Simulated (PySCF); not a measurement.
Electron correlation in Cr (chromium, neutral)

[Ar] 3d4 4s2, high-spin 5D determinant (an excited configuration). Computed with PySCF 2.14 in def2-TZVPPD, with the non-relativistic Hamiltonian (point nucleus). Frozen: [Ar]; 6 electrons correlated.

```json
{"level": "CCSD", "correlation energy (mhartree)": "-99.16"}
{"level": "(T)", "correlation energy (mhartree)": "-3.12"}
{"level": "CCSD(T)", "correlation energy (mhartree)": "-102.28"}
```

Diagnostics: T1 = 0.024, D1 = 0.0706, largest double amplitude 0.080.

Cost of the coupled-cluster step: roughly 9 core-seconds, for 6 correlated electrons.
